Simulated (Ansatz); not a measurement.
A structure relaxed at PBE-D4/def2-SVP in Ansatz, charge 0, singlet:

```xyz
4

Ti    0.099    0.243   -0.013
O     0.777    0.194   -1.457
Cl   -2.116    0.423   -0.074
Cl    1.240   -0.859    1.545
```

**Question.** Give its formula, name or SMILES and point group.

**Answer.** TiOCl2 (TiCl₂O). Point group Cs (tolerance 0.1 Å).

**Question.** Summarise the bond lengths by kind (pairs closer than 1.2 times the sum of covalent radii, bridged metal pairs left out).

**Answer.** 2 × Cl–Ti 2.22 Å; 1 × O–Ti 1.60 Å. The metal has 3 neighbours: O 1.60 Å, Cl 2.22 Å, Cl 2.22 Å.
